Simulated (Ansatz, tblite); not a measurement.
Removing and adding an electron: NiF2. The state is a triplet with charge 0. Geometry: PBE-D4/def2-TZVP. Ansatz, gas phase; energy differences of separate SCF runs; the oxidised species was run as a quartet alone; the reduced species was run as a doublet alone.

```xyz
3

Ni   -0.0001    0.0000    0.0000
F    -0.4901   -1.6193    0.2536
F     0.4902    1.6193   -0.2536
```

The xTB rows come from tblite. Correlated methods freeze 7 core orbitals; core or outer-core shells of Ni are correlated, in sets that lack core-valence functions. In CCSD on the charge 1 quartet the largest single amplitude is 0.47, so its Hartree–Fock determinant may place the open shell otherwise than the density functionals do.

```csv
level,−HOMO (eV),vertical IE (eV),−LUMO (eV),vertical EA (eV),HOMO–LUMO gap (eV),IE − EA (eV),remarks
GFN1-xTB,–,18.86,–,8.66,–,10.20,–
GFN2-xTB,–,16.16,–,8.14,–,8.02,–
LDA (SPW92)/def2-TZVP,7.39,11.62,7.03,–,0.36,–,–
PBE-D4/def2-TZVP,7.29,11.39,6.47,–,0.82,–,–
PBE-D4/def2-TZVPD,7.35,–,6.54,2.28,0.81,–,HOMO above zero (-1 doublet)
BLYP-D4/def2-TZVP,7.31,11.42,6.42,–,0.89,–,–
r2SCAN-D4/def2-TZVP,7.92,11.74,5.99,–,1.93,–,–
r2SCAN-D4/def2-TZVPD,7.94,–,6.01,2.07,1.93,–,HOMO above zero (-1 doublet)
PBE0-D4/def2-TZVP,9.72,12.19,4.36,–,5.36,–,–
PBE0-D4/def2-TZVPD,9.75,–,4.37,2.11,5.38,–,HOMO above zero (-1 doublet)
BHLYP-D4/def2-TZVP,11.78,13.12,2.84,–,8.94,–,–
ωB97M-V/def2-TZVP,12.41,12.49,1.82,–,10.59,–,–
PBE-QIDH/def2-TZVP,–,12.97,–,–,–,–,–
CCSD/def2-TZVPP,–,12.79,–,–,–,–,large T1 (0.101) (+1 quartet)
CCSD(T)/def2-TZVPP,–,12.12,–,–,–,–,large T1 (0.101) (+1 quartet)
```

Relaxing the oxidised species (PBE-D4/def2-TZVP) changes its energy by -0.05 eV at PBE-D4/def2-TZVP, so the adiabatic ionisation energy to this nearest minimum is 11.34 eV. At PBE0-D4/def2-TZVP it is 12.05 eV.  Run but left out: HF/def2-TZVPP, MP2/def2-TZVPP (charge +1 quartet: a determinant that CCSD turns far, T1 0.101); HF/def2-TZVPD, MP2/def2-TZVPD, CCSD/def2-TZVPD, CCSD(T)/def2-TZVPD (charge -1 doublet: ⟨S²⟩ 1.51, where a pure state has 0.75).   A HOMO above zero means that the electron is unbound at that level or that self-interaction error raises the level; the energy of removing that electron tells which. HOMO and LUMO are the levels of the spin that leaves or enters (xTB has no such levels and no spin-polarisation term). Other spin states of the ions may lie lower, which would lower the ionisation energy or raise the affinity. Raw xTB energy differences between charge states are shifted by several eV; the methods need an empirical correction for them.
